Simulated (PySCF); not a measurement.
## Germanium: a sound run and one with changed settings

Sound run: Ge⁺ [Ar] 3d10 4s2 4p1, Ge²⁺ [Ar] 3d10 4s2. Computed with PySCF 2.14 in cc-pVTZ-DK (6s5p3d1f, 43 functions), with the spin-free X2C one-electron Hamiltonian (Gaussian nucleus). The sound run starts from symmetry-adapted Hartree-Fock orbitals and uses a fine grid where one is needed.

A second run was set up differently.

```
species  method  sound run (hartree)  changed run (hartree)  converged
    Ge⁺     UHF          -2096.77952            -2096.77061         no
    Ge⁺     LDA          -2095.13266            -2095.06557         no
    Ge⁺   M06-L          -2098.36301            -2098.33431         no
   Ge²⁺     UHF          -2096.21923            -2096.21751         no
   Ge²⁺     LDA          -2094.54870            -2094.51842         no
   Ge²⁺   M06-L          -2097.79313            -2097.77378         no
```

Q: What was changed?
A. radial grid too coarse
B. all electrons correlated in a valence basis
C. too few SCF iterations
D. level shift left on

A: C. It used initial guess 1e, at most 3 SCF cycles. The SCF was stopped early; the energies are upper bounds that still move, and correlated levels were skipped or rest on poor orbitals.
